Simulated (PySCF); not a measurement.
Levels of Cd¹⁹⁺ from EOM-EA-GCCSD

Reference: closed-shell Cd²⁰⁺, [Ar] 3d10; one electron is added. Calculated with PySCF 2.14, two-component X2C-1e with screened spin-orbit coupling, an even-tempered Gaussian basis (19 s from 0.74 bohr⁻², ratio 2.6; 15 p from 0.96 bohr⁻², ratio 2.6; 10 d from 0.96 bohr⁻², ratio 2.6; 6 f from 0.99 bohr⁻², ratio 2.8); frozen [Ar]; the 100 highest virtual spinors dropped; of the others 70 kept and the rest restored at second order. No Breit or QED terms. Binding energies in eV.

```json
{"level": "4s1/2", "Koopmans": "544.74", "second order": "545.96", "EOM-CCSD": "545.91"}
{"level": "4p1/2", "Koopmans": "503.96", "second order": "505.11", "EOM-CCSD": "505.07"}
{"level": "4p3/2", "Koopmans": "494.63", "second order": "495.72", "EOM-CCSD": "495.68"}
```

Electric-dipole lines between these computed levels:

| lower | upper | ΔE (eV) | vacuum wavelength (nm) |
| --- | --- | --- | --- |
| 4s1/2 | 4p1/2 | 40.843 | 30.36 |
| 4s1/2 | 4p3/2 | 50.225 | 24.69 |

For comparison, the ionisation energy of Cd¹⁹⁺ is 546.19 ± 0.17 eV (semi-empirical (NIST evaluation); NIST Atomic Spectra Database, ionization energies).
